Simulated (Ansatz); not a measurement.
Z-matrix (Å, degrees):
```
C
C 1 1.502
C 1 1.499 2 50.8
H 1 1.091 2 119.4 3 105.5
H 1 1.091 2 119.4 3 -105.5
Br 2 1.830 1 145.0 3 180.0
Cl 3 1.670 1 144.5 2 -180.0
```

Charge 0, multiplicity 1.

(1) List the PBE0/def2-TZVPP orbital energies in eV (the Gaussian-basis code of Ansatz). (Best estimate.)

Results:

(1) Computed: Occupied: -13150.90, -2768.45, -1705.78, -1536.36, -1536.26, -1536.26, -280.41, -280.24, -279.30, -260.24, -239.61, -198.60, -198.36, -198.34, -180.06, -179.75, -179.72, -73.55, -73.45, -73.44, -73.18, -73.18, -26.05, -24.27, -22.69, -17.33, -15.20, -13.91, -13.32, -11.89, -10.59, -10.50, -9.66, -8.74, -8.41, -7.05. Lowest empty: -0.27, -0.04, 0.82, 1.88, 3.05, 3.17, 3.19, 4.04.
